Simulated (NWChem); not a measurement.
## A calculation on FZn (+1)

SMILES: [F][Zn+]
```xyz
2

Zn     0.0000     0.0000    -0.3999
F      0.0000     0.0000     1.3330
```
Charge +1, spin multiplicity 1.

The numbers come from NWChem runs, not from measurements. All single points use one geometry, from PBE/def2-SVP, a minimum by its harmonic frequencies.

Symmetry labels belong to the abelian group C2v used in the runs, with the axes of the coordinates shown; states degenerate in a higher group split over its labels.

The spin multiplicity of the parent species was assumed, not shown to be that of its ground state. The structure started from a generated list of species.

**Question.** List the lowest 6 singlet excitations that CIS/def2-SVPD gives, with oscillator strengths.

**Answer.** 
```json
[
 {"state": "1", "symmetry": "b1", "energy (eV)": "6.19", "wavelength (nm)": "200", "f": "0.015"},
 {"state": "2", "symmetry": "b2", "energy (eV)": "6.19", "wavelength (nm)": "200", "f": "0.015"},
 {"state": "3", "symmetry": "a1", "energy (eV)": "7.25", "wavelength (nm)": "171", "f": "0.093"},
 {"state": "4", "symmetry": "a2", "energy (eV)": "10.96", "wavelength (nm)": "113", "f": "0.000"},
 {"state": "5", "symmetry": "a2", "energy (eV)": "10.98", "wavelength (nm)": "113", "f": "0.000"},
 {"state": "6", "symmetry": "a1", "energy (eV)": "10.98", "wavelength (nm)": "113", "f": "0.000"}
]
```
